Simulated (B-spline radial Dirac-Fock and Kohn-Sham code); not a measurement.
Run log: Fe

ΔSCF core binding energies without Breit or QED terms, calculated with a B-spline atomic structure program. Keys: rel is the Hamiltonian (dirac, or spin-free x2c and nr, where L3 and M5 stand for the whole 2p and 3d shells), method is hf or an exchange,correlation pair (spin-unpolarised, also for the hole states), nuc the nuclear model, radius_factor scales its radius, rmax is the box in bohr, h the logarithmic mesh step, order the B-spline order, points the quadrature points per cell, c_factor scales the speed of light, and damp, ndamp, maxit and tol steer the iteration. The run stops when the commutator error falls below 10·tol·max(1, Z/10), or the numerical noise floor, and the energy has settled to about 1e-8 Ha; the virial ratio is −V/T.

Input (task.json):

```json
{"items": [{"Z": 26, "q": 0, "cfg": [[1, 0, 2], [2, 0, 2], [2, 1, 6], [3, 0, 2], [3, 1, 6], [3, 2, 6], [4, 0, 2]], "A": 56, "rrms": 3.7377, "do": "settings", "holes": ["K", "L3", "M5"],
  "settings": [{"rel": "dirac", "method": "hf", "nuc": "fermi", "radius_factor": 1.0, "rmax": 45.0, "h": 2.0, "order": 8, "points": 10, "c_factor": 1.0, "maxit": 55, "damp": 0.5, "ndamp": 3, "tol": 1e-08}]}]}
```

Command: `python xray2_run.py task.json out`

Ground-state iterations:

```
iter   energy (Ha)        error
   1     -998.57101343  5.84e+00
   2    -1032.11078377  1.56e+00
   3    -1034.74735545  5.69e-01
   4    -1035.42859701  2.22e-01
   5    -1035.61985986  9.63e-02
   6    -1035.63438427  1.20e-02
   7    -1035.63575742  2.86e-03
   8    -1035.63585320  2.57e-04
   9    -1035.63585497  5.98e-05
  10    -1035.63585505  5.39e-06
  11    -1035.63585505  3.49e-07
  12    -1035.63585505  2.54e-08
```

The ground state converged in 12 iterations, with total energy -1035.63586 Ha, virial ratio 1.93710 and highest orbital energy -6.14 eV. ΔSCF binding energies: K (1s) 5812.8 eV, L3 (2p3/2) 645.1 eV. Holes are computed only in closed shells, and unreliable hole states are left out.

**Question.** One setting is unsound. Which, and why?

**Answer.** h is too large to resolve the orbitals. With the default settings (Dirac Hartree-Fock): The ground state converged in 12 iterations, with total energy -1271.39205 Ha, virial ratio 1.98564 and highest orbital energy -7.18 eV. ΔSCF binding energies: K (1s) 7135.5 eV, L3 (2p3/2) 722.9 eV. Holes are computed only in closed shells, and unreliable hole states are left out.
